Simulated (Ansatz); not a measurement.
Geometry optimisation, UKS CAM-B3LYP-D4/6-31G in Ansatz.

Input:

```yaml
crystal:
  periodic: [false, false, false]
  atoms:
    - { symbol: Al, position_ang: [-1.4029, -0.4926, -0.9614] }
    - { symbol: H, position_ang: [0.3627, 0.1376, -1.6615] }
    - { symbol: F, position_ang: [-1.7101, -2.0392, -1.4487] }
    - { symbol: F, position_ang: [-2.4506, 0.7632, -1.153] }
    - { symbol: H, position_ang: [0.571, 0.1607, 0.8651] }
    - { symbol: "N", position_ang: [-0.61, -0.4205, 1.129] }
    - { symbol: H, position_ang: [1.0007, 0.4343, -0.9703] }
    - { symbol: "N", position_ang: [1.6032, 0.6958, 0.1981] }
    - { symbol: H, position_ang: [-0.4445, -1.3085, 1.5853] }
    - { symbol: H, position_ang: [-1.1297, 0.1729, 1.7629] }
    - { symbol: H, position_ang: [2.482, 0.211, 0.3015] }
    - { symbol: H, position_ang: [1.728, 1.6851, 0.3529] }
magnetization:
  spin_polarized: true
basis:
  gaussian: { orbitals: "6-31G" }
hamiltonian:
  xc: cam_b3lyp
  dispersion: d4
relax:
  f_tol: 0.15
  max_steps: 25
  restrain:
    - { distance: [0, 5], at: 1.92, k: 30.0 }
    - { distance: [4, 7], at: 1.02, k: 30.0 }
    - { distance: [6, 1], at: 0.62, k: 30.0 }
    - { distance: [0, 1], at: 2.82, k: 30.0 }
    - { distance: [4, 5], at: 2.32, k: 30.0 }
    - { distance: [6, 7], at: 2.32, k: 30.0 }
```

Run as:

```bash
$ ansatz run input.yaml --threads 2 --pin off --max-ram 3072MiB --backend cpu --events-out ev --progress --plain --runs-dir out
```

Q: Where does it end, and by what steps?

A: The forces met the threshold. The restraints hold the end off the free minimum. Limits of this set-up: no polarisation functions. After 24 steps the energy has fallen by 2.263 eV (the restraints' own energy left out); F3 moved furthest, 1.27 Å. Joined: Al1–N8 (3.43 → 2.01 Å), H2–H7 (0.99 → 0.70 Å), H5–N8 (1.34 → 1.03 Å).

```json
{"step": "0", "energy less start (eV)": "0.0000", "largest force component (eV/Å)": "3.749", "accepted": "yes"}
{"step": "1", "energy less start (eV)": "0.1556", "largest force component (eV/Å)": "3.814", "accepted": "yes"}
{"step": "2", "energy less start (eV)": "-0.0348", "largest force component (eV/Å)": "5.743", "accepted": "yes"}
{"step": "3", "energy less start (eV)": "-0.4294", "largest force component (eV/Å)": "3.826", "accepted": "yes"}
{"step": "4", "energy less start (eV)": "-0.5817", "largest force component (eV/Å)": "1.966", "accepted": "yes"}
{"step": "5", "energy less start (eV)": "-0.6274", "largest force component (eV/Å)": "1.998", "accepted": "yes"}
{"step": "6", "energy less start (eV)": "-0.6470", "largest force component (eV/Å)": "1.921", "accepted": "yes"}
{"step": "7", "energy less start (eV)": "-0.6809", "largest force component (eV/Å)": "1.893", "accepted": "yes"}
{"step": "8", "energy less start (eV)": "-0.7360", "largest force component (eV/Å)": "1.816", "accepted": "no"}
{"step": "9", "energy less start (eV)": "-0.7045", "largest force component (eV/Å)": "1.838", "accepted": "yes"}
{"step": "10", "energy less start (eV)": "-0.7276", "largest force component (eV/Å)": "1.805", "accepted": "yes"}
{"step": "11", "energy less start (eV)": "-0.7656", "largest force component (eV/Å)": "1.883", "accepted": "yes"}
{"step": "12", "energy less start (eV)": "-0.9095", "largest force component (eV/Å)": "2.129", "accepted": "yes"}
{"step": "13", "energy less start (eV)": "-1.1862", "largest force component (eV/Å)": "2.155", "accepted": "yes"}
{"step": "14", "energy less start (eV)": "-1.5991", "largest force component (eV/Å)": "2.044", "accepted": "yes"}
{"step": "15", "energy less start (eV)": "-2.0596", "largest force component (eV/Å)": "1.698", "accepted": "yes"}
{"step": "16", "energy less start (eV)": "-2.1117", "largest force component (eV/Å)": "2.374", "accepted": "yes"}
{"step": "17", "energy less start (eV)": "-2.2821", "largest force component (eV/Å)": "1.306", "accepted": "yes"}
{"step": "18", "energy less start (eV)": "-2.2777", "largest force component (eV/Å)": "1.318", "accepted": "yes"}
{"step": "19", "energy less start (eV)": "-2.2853", "largest force component (eV/Å)": "1.331", "accepted": "yes"}
{"step": "20", "energy less start (eV)": "-2.2632", "largest force component (eV/Å)": "1.711", "accepted": "yes"}
{"step": "21", "energy less start (eV)": "-2.2626", "largest force component (eV/Å)": "1.731", "accepted": "yes"}
{"step": "22", "energy less start (eV)": "-2.3046", "largest force component (eV/Å)": "1.176", "accepted": "no"}
{"step": "23", "energy less start (eV)": "-2.2867", "largest force component (eV/Å)": "1.390", "accepted": "no"}
{"step": "24", "energy less start (eV)": "-2.2626", "largest force component (eV/Å)": "1.731", "accepted": "yes"}
```

```xyz
12
Properties=species:S:1:pos:R:3
Al -0.840 -0.176 -0.168
H 0.854 -0.046 -2.423
F -0.595 -1.444 -1.285
F -1.752 1.157 -0.723
H 0.970 0.367 1.158
N -1.071 -0.638 1.637
H 1.184 0.515 -2.181
N 1.013 0.526 0.146
H -0.967 -1.591 1.962
H -1.694 -0.116 2.243
H 1.721 -0.061 -0.290
H 1.175 1.507 -0.076
```

Run time: 2.2 min on 2 threads of Arm Neoverse N1, with other jobs on the host, peak memory 0.24 GiB.
